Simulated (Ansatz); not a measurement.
```yaml
crystal:
  periodic: [false, false, false]
  atoms:
    - {symbol: F, position_ang: [-1.926865, -1.326658, -0.835227]}
    - {symbol: Si, position_ang: [-1.236018, -0.071226, 0.020059]}
    - {symbol: Si, position_ang: [0.033738, 1.331643, -1.509471]}
    - {symbol: O, position_ang: [-0.116999, -0.538206, 1.210322]}
    - {symbol: Si, position_ang: [1.186914, -1.045051, 1.475324]}
    - {symbol: H, position_ang: [-2.419966, 0.766856, 0.570442]}
    - {symbol: H, position_ang: [0.224379, 2.489731, -0.998509]}
    - {symbol: H, position_ang: [-1.224429, 1.626680, -2.550089]}
    - {symbol: H, position_ang: [0.843847, 0.531262, -2.405393]}
    - {symbol: H, position_ang: [1.518588, -0.572576, 2.797166]}
    - {symbol: H, position_ang: [2.166713, -0.525896, 0.664537]}
    - {symbol: H, position_ang: [1.241012, -2.598201, 1.471655]}
basis:
  gaussian: {orbitals: def2-TZVP}
hamiltonian: {xc: {name: wPBEh}}
relax: {f_tol: 0.001, max_steps: 1}
output: {forces: true}
```

```sh
$ ansatz run in.yaml --threads 4 --pin off --events-out ev --progress --plain --max-ram 10444MiB
```

Output, abridged:

```
Functional definition: wPBEh
1419 factors; their error is unknown
165 factors; integrals over basis functions are off by at most 1.8e-7 eV
mean field evaluation 1: about -28495.0489 eV, gradient 6.5e1 eV
mean field evaluation 2: about -28480.9989 eV, gradient 1.1e2 eV
mean field evaluation 4: about -28501.4841 eV, gradient 5.9e0 eV
mean field evaluation 8: about -28501.5399 eV, gradient 2.9e-1 eV
mean field evaluation 16: about -28501.6561 eV, gradient 1.1e-4 eV
mean field -28501.65611346 eV, -1047.4165430533 hartree, gradient 1.6e-5 eV, S^2 0.000000; 0 other end points of the search recorded, 0 dependent functions left out
reference -28501.65616542 eV, -1047.4165449626 hartree; 33, 33 occupied and 182, 182 virtual orbitals, 1419 factors
relax step   1: F+E_penalty+E_count = -28501.65611346 eV  Δ(F+E_penalty+E_count) = +0.000e0 eV  max|allowed force component| = 1.318e1 eV/Å  Δτ_max = 0.0000 Å  (29 SCF iters, accepted)
Error: geometry relaxation did not converge after 1 steps: max|allowed force component| = 1.32e1 eV/Å (threshold 1.0e-3). Raise `relax.max_steps` over both its present limit and 1, loosen `relax.f_tol`, or start from a geometry closer to equilibrium. Where this run's directory can be resumed (`checkpoint.write`), a resume goes on for up to `relax.max_steps` more
```

What is wrong with this run?

The relaxation is allowed too few steps for its threshold. The run did not converge.
